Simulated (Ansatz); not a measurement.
Atom: carbon atom, C (charge 0, triplet).

Computed values are from Ansatz (a first-principles code). Valence correlation only, unless marked. UHF or UKS for open shells. No spin-orbit coupling. No relativistic terms. Basis-set limits of correlation are two-point, X^-3; Hartree-Fock from the larger set (for Q and 5 zeta extrapolated as (X+1)exp(-9√X)).

```
Item                                                                                                   Value
----------------------------------------------------------  ------------------------------------------------
ionisation energy (to the doublet)                          11.22 eV at CCSD(T)/CBS(aug-cc-pVTZ,aug-cc-pVQZ)
electron affinity (to the quartet; negative means unbound)   1.25 eV at CCSD(T)/CBS(aug-cc-pVTZ,aug-cc-pVQZ)
total energy                                                     -37.7897 Eh at CCSD(T)/CBS(cc-pVQZ,cc-pV5Z)
T1 diagnostic                                                                          0.010 at CCSD/cc-pV5Z
```
